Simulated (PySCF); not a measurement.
**Ba: ionisation energy**

Ba [Xe] 6s2 (1S) → Ba⁺ [Xe] 6s1 (2S), as a difference of total energies. Computed with PySCF 2.14 in aug-cc-pwCVTZ-X2C (11s10p8d4f, 109 functions), with scalar relativity by spin-free X2C-1e. Correlated levels: valence: [Xe] frozen; valence and next inner shell: [Kr] 4d10 frozen. The calculations carry no spin-orbit coupling.

| method | ionisation energy (eV) | error (eV) |
| --- | --- | --- |
| UHF | 4.271 | -0.941 |
| LDA | 5.376 | +0.164 |
| PBE | 5.204 | -0.008 |
| PBE0 | 5.118 | -0.094 |
| r2SCAN | 4.925 | -0.287 |
| PBEsol | 5.183 | -0.029 |
| BHandHLYP | 5.047 | -0.165 |
| B2PLYP | 5.039 | -0.173 |
| MP2 (valence) | 4.748 | -0.464 |
| SCS-MP2 (valence) | 4.843 | -0.369 |
| MP2 (valence and next inner shell) | 5.087 | -0.125 |
| SCS-MP2 (valence and next inner shell) | 5.112 | -0.100 |

Reference: 5.212 eV (measured; NIST Atomic Spectra Database, ionization energies).

Errors of the correlated levels include the incompleteness of this basis and the frozen core.
